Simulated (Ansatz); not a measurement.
`CBBOC` + HCl → `COBCl` + `BC` at 400 K and 1 bar (cleavage of the B–B bond).

Isolated molecules relaxed with PBE0-D4/def2-TZVP in Ansatz; ΔE leaves out vibrations. CCSD(T)/CBS adds triple-zeta CCSD(T) − MP2 to the extrapolated MP2 energy (def2 sets, frozen cores). This one scheme is used for every species. Each species was taken in one conformer, which may not be the lowest.

```json
{"species": "`CBBOC`", "CCSD(T)/CBS energy (Eh)": "-205.68526", "H − E (kJ/mol)": "307.2", "S (J/(mol·K))": "392.9"}
{"species": "HCl", "CCSD(T)/CBS energy (Eh)": "-460.38127", "H − E (kJ/mol)": "29.6", "S (J/(mol·K))": "195.4"}
{"species": "`COBCl`", "CCSD(T)/CBS energy (Eh)": "-600.27977", "H − E (kJ/mol)": "173.7", "S (J/(mol·K))": "326.3"}
{"species": "`BC`", "CCSD(T)/CBS energy (Eh)": "-65.83255", "H − E (kJ/mol)": "164.9", "S (J/(mol·K))": "265.6"}
```

H − E and S are ideal-gas, rigid-rotor, harmonic terms from PBE0-D4/def2-TZVP, for one conformer and one mirror image of each species. 1 Eh = 2625.50 kJ/mol, R = 8.31446 J/(mol·K).

Q: By hand: ΔE, ΔH, ΔS and ΔG.

A: ΔE = (-600.27977) + (-65.83255) − (-205.68526) − (-460.38127) = -0.04579 Eh = -120.2 kJ/mol. Δ(H − E) = 173.7 + 164.9 − 307.2 − 29.6 = 1.8, so ΔH = -118.4 kJ/mol. ΔS = 326.3 + 265.6 − 392.9 − 195.4 = 3.6 J/(mol·K). ΔG = -118.4 − 400 × (3.6)/1000 = -119.8 kJ/mol.

Q: By hand: the equilibrium constant, and the temperature at which ΔG would vanish if ΔH and ΔS stayed fixed.

A: log₁₀ K = −ΔG/(RT ln 10) = 15.6. ΔH and −TΔS have one sign here, so there is no such temperature.

The number of gas molecules stays the same, so ΔS is small and ΔH decides. A doubt of 5 kJ/mol in ΔE shifts log₁₀ K by 0.7 here. Other conformers and mirror images would add mixing entropy, several J/(mol·K) or more a flexible species. These are equilibria of isolated gas molecules and say nothing of rates. Largest T1 diagnostic: 0.013 (customary marks: 0.02 for closed shells, 0.045 for open ones).

ΔS is within the doubt of such terms, so its sign, and with it that verdict, could turn.
